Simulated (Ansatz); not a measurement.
Start from `CCC(N)=O` and change one atom or group to get `CC[C](=O)[ZnH]`.

Ansatz, PBE0-D4/def2-TZVP geometries, multiplicity 1. Each molecule was computed in one conformer, which needn't be the lowest.

Scalar relativity is left out up to krypton.

```json
{"property": "HOMO–LUMO gap (ωB97M-V/def2-TZVPP) / eV", "`CCC(N)=O`": "11.95"}
{"property": "HOMO–LUMO gap (PBE0/def2-TZVPP) / eV", "`CCC(N)=O`": "8.07"}
{"property": "HOMO energy (B3LYP/def2-TZVPP) / eV", "`CCC(N)=O`": "-7.05"}
{"property": "LUMO energy (PBE/def2-TZVPP) / eV", "`CCC(N)=O`": "-0.32"}
{"property": "HOMO energy (PBE0/def2-TZVPP) / eV", "`CCC(N)=O`": "-7.30"}
{"property": "size of the dipole moment (ωB97M-V/def2-TZVPP) / D", "`CCC(N)=O`": "3.74"}
```

Task: Give the same properties after the change, and the shifts. (Best estimate.)

Result: Computed: 
```json
{"property": "HOMO–LUMO gap (ωB97M-V/def2-TZVPP) / eV", "`CC[C](=O)[ZnH]`": "8.66", "shift": "-3.29"}
{"property": "HOMO–LUMO gap (PBE0/def2-TZVPP) / eV", "`CC[C](=O)[ZnH]`": "4.72", "shift": "-3.35"}
{"property": "HOMO energy (B3LYP/def2-TZVPP) / eV", "`CC[C](=O)[ZnH]`": "-5.96", "shift": "1.09"}
{"property": "LUMO energy (PBE/def2-TZVPP) / eV", "`CC[C](=O)[ZnH]`": "-2.40", "shift": "-2.08"}
{"property": "HOMO energy (PBE0/def2-TZVPP) / eV", "`CC[C](=O)[ZnH]`": "-6.13", "shift": "1.17"}
{"property": "size of the dipole moment (ωB97M-V/def2-TZVPP) / D", "`CC[C](=O)[ZnH]`": "2.60", "shift": "-1.14"}
```

With PBE0 the HOMO rises by 1.17 eV and the LUMO falls by 2.18 eV, so the gap narrows by about 3.35 eV. PBE moves the HOMO by 0.74 eV and ωB97M-V by 1.41 eV. Dipoles are sizes alone; their direction can turn.

B3LYP here is the variant with VWN-RPA as its local correlation; programs differ in this.
